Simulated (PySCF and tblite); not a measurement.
Values are calculated unless marked as measured or tabulated.
C8H11F3, numbered as in [F:1][CH:2]([F:3])[C@H:4]1[CH2:5][C@@H:6]2[CH2:7][C@H:8]1[CH2:9][C@@H:10]2[F:11].

Free energies: PBE-D3(BJ)/def2-SVP on GFN2-xTB structures plus GFN2-xTB thermal terms, symmetry and mirror images included. Conformers within 2.5 kcal/mol (GFN2-xTB free energy) were kept, 2 at most. Programs: PySCF with density fitting and tblite.

Torsions listed: F1–C2–C4–C5. The 5-ring runs over atoms 4–5–6–7–8. The 5-ring runs over atoms 6–7–8–9–10.

```
conformer                                                                                                                               shape  symmetry
        1                    5-ring envelope (ring torsions 36, -56, 56, -35, 0°); 5-ring envelope (ring torsions -58, 38, -4, -33, 55°); 76°        C1
        2  5-ring between envelope and twist (ring torsions 29, -54, 58, -41, 7°); 5-ring envelope (ring torsions -56, 33, 4, -39, 58°); -39°        C1
```

Problem. Which of these conformers is the most populated at 298.15 K, and with what share?

Solution. Conformer 1, about 91 %.

Problem. Give the DFT energies and free energies relative to the lowest, and all weights.

Solution. 
```csv
conformer,shape,E(DFT) kcal/mol,G(298.15 K) kcal/mol,weight %
1,"5-ring envelope (ring torsions 36, -56, 56, -35, 0°); 5-ring envelope (ring torsions -58, 38, -4, -33, 55°); 76°",0.00,0.00,90.8
2,"5-ring between envelope and twist (ring torsions 29, -54, 58, -41, 7°); 5-ring envelope (ring torsions -56, 33, 4, -39, 58°); -39°",1.30,1.35,9.2
```

Problem. How does its share change from 250 K to 350 K?

Solution. From 94 % to 88 %; the mixing entropy goes from 0.46 to 0.75 cal/(mol K).


Conformer gaps in def2-SVP on xTB geometries can be 2 kcal/mol too large for S=O, P=O and other polar bonds.